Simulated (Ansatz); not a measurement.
A nudged elastic band was laid between two geometries of C2H7F2NOSi (14 atoms, charge 0, multiplicity 1).

Computed with RKS PBE-D4/def2-SVP in Ansatz 0.2.0.

```json
{
  "movable images": "5",
  "climbing image": "yes",
  "spring": "5.0 eV/Å²",
  "optimiser": "quadratic models (default)",
  "start path": "IDPP",
  "force threshold": "0.05 eV/Å",
  "iteration limit": "60",
  "end points": "relaxed"
}
```

First end point:

```xyz
14
Properties=species:S:1:pos:R:3
N -0.030 -0.584 2.506
Si 0.577 -0.821 0.893
C -0.184 0.421 -0.388
O -1.561 0.273 -0.344
F 0.174 1.714 0.108
C 0.318 0.343 -1.823
F -0.554 1.061 -2.649
H -1.034 -0.746 2.636
H 0.222 0.303 2.952
H 2.062 -0.591 0.901
H 0.245 -2.217 0.443
H -1.913 0.751 -1.128
H 1.335 0.777 -1.908
H 0.330 -0.714 -2.171
```

Last end point:

```xyz
14
Properties=species:S:1:pos:R:3
N 0.110 -0.478 2.490
Si 0.767 -0.589 0.880
C -0.280 0.407 -0.425
O -1.620 0.107 -0.198
F -0.052 1.780 -0.150
C 0.098 0.174 -1.881
F 1.470 0.247 -2.050
H -0.869 -0.759 2.606
H 0.264 0.409 2.977
H 2.151 -0.018 0.907
H 0.759 -2.025 0.433
H -2.163 0.600 -0.849
H -0.257 -0.834 -2.190
H -0.390 0.950 -2.520
```

**Question.** What changes between the two ends?

**Answer.** No bond is made or broken. The dihedral O4–C3–C6–H13 goes from 162 to -49°.

**Question.** What energy profile does the band end with?

**Answer.** It converged. The highest image is number 3 of 0 to 6, 0.34 eV above the first end and 0.26 eV above the last; the last end lies 0.08 eV above the first. A vibrational analysis at the climbing image gives one clearly imaginary mode, 133i cm⁻¹: a first-order saddle point.

| image | path coordinate (Å) | energy (eV) | dihedral O4–C3–C6–H13 (°) |
| --- | --- | --- | --- |
| 0 | 0.00 | 0.00 | 162 |
| 1 | 0.83 | 0.07 | -176 |
| 2 | 1.65 | 0.25 | -148 |
| 3 | 2.48 | 0.34 | -119 |
| 4 | 3.30 | 0.25 | -92 |
| 5 | 4.13 | 0.12 | -67 |
| 6 | 4.95 | 0.08 | -49 |

**Question.** What is the geometry of the highest image?

**Answer.** 
```xyz
14
Properties=species:S:1:pos:R:3
N 0.177 -0.380 2.547
Si 0.764 -0.532 0.916
C -0.335 0.335 -0.426
O -1.620 -0.173 -0.263
F -0.320 1.711 -0.107
C 0.172 0.204 -1.894
F 0.451 1.420 -2.469
H -0.743 -0.791 2.740
H 0.217 0.558 2.955
H 2.116 0.118 0.832
H 0.840 -1.990 0.551
H -2.207 0.239 -0.932
H 1.090 -0.428 -1.933
H -0.615 -0.319 -2.488
```

**Question.** What are the harmonic wavenumbers there?

**Answer.** 133i, 61, 106, 169, 223, 242, 275, 351, 370, 444, 492, 527, 546, 685, 717, 822, 833, 884, 896, 901, 983, 1034, 1107, 1146, 1213, 1320, 1350, 1426, 1504, 2162, 2183, 2927, 2978, 3471, 3563, 3600 cm⁻¹.

Run time: 79 s on 2 threads of Intel(R) Xeon(R) Platinum 8375C CPU @ 2.90GHz (Ice Lake) (shared host), peak memory 0.21 GiB.
